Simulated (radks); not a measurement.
All-electron atom: the silver ion Ag+ in [Kr] 4d10.

All-electron calculation, scalar-relativistic Kohn-Sham, r2SCAN, spin-unpolarised, spherical densities, finite nucleus; meta-GGA in the generalised Kohn-Sham scheme; Fermi nuclear charge, rms radius 4.5454 fm. Program: a radial shooting solver on a logarithmic mesh with Libxc functionals.

Energy parts (hartree):
total: -5316.38927
kinetic: 5523.18621
electron-nucleus: -12837.20752
Hartree: 2147.10682
exchange-correlation: -149.47477

Orbitals (lengths in bohr, moments of r in powers of bohr; r(90%) holds 90 % of the orbital's charge):
orbital,occ.,eigenvalue (hartree),r(90%),<r>
1s,2,-932.9748,0.0558,0.03112
2s,2,-138.1321,0.208,0.1349
2p,6,-123.8251,0.192,0.1177
3s,2,-25.77603,0.541,0.3677
3p,6,-21.03857,0.552,0.3670
3d,10,-13.58560,0.547,0.3458
4s,2,-3.88826,1.33,0.9161
4p,6,-2.51752,1.49,1.005
4d,10,-0.58021,2.22,1.378

The highest occupied level is 4d at -15.788 eV. The electron density at the nucleus is 1.493e+05 e/bohr^3 (large components only). For comparison, the ionisation energy in NIST's Atomic Spectra Database is 21.484 eV (measured). In exact Kohn-Sham theory the highest level is minus the ionisation energy, but local and semilocal functionals leave it too shallow, through self-interaction and a potential that decays too fast; potentials with the right tail come closer. The density falls to 0.001 e/bohr^3 at r = 3.56 bohr. Summed over all electrons, <r^2> = 34.84 bohr^2, which gives a Langevin (diamagnetic) susceptibility term of -27.6 x 10^-6 cm^3/mol.
